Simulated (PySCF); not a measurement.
C4H7FSi, SMILES F[C@]1([SiH3])C=CC1. Geometry: PBE0-D3(BJ)/def2-SVP. The structure was generated by enumeration; whether it is a known compound was not checked.

Computed equilibrium geometry at PBE0-D3(BJ)/def2-SVP (PySCF confirms it by a frequency run) as a Z-matrix:
```
C
F 1 1.3863
C 1 1.5052 2 115.97
C 3 1.3431 1 93.34 2 -121.29
H 3 1.0927 4 134.55 1 175.66
H 4 1.0935 3 133.33 5 4.64
C 4 1.5075 6 131.90 3 -175.75
H 7 1.1007 4 114.80 6 -78.49
H 7 1.1041 8 109.05 1 130.98
Si 1 1.9105 2 107.59 3 131.82
H 10 1.4929 1 109.61 2 -64.84
H 10 1.4930 11 109.41 1 -119.98
H 10 1.4942 11 109.70 12 -120.34
```
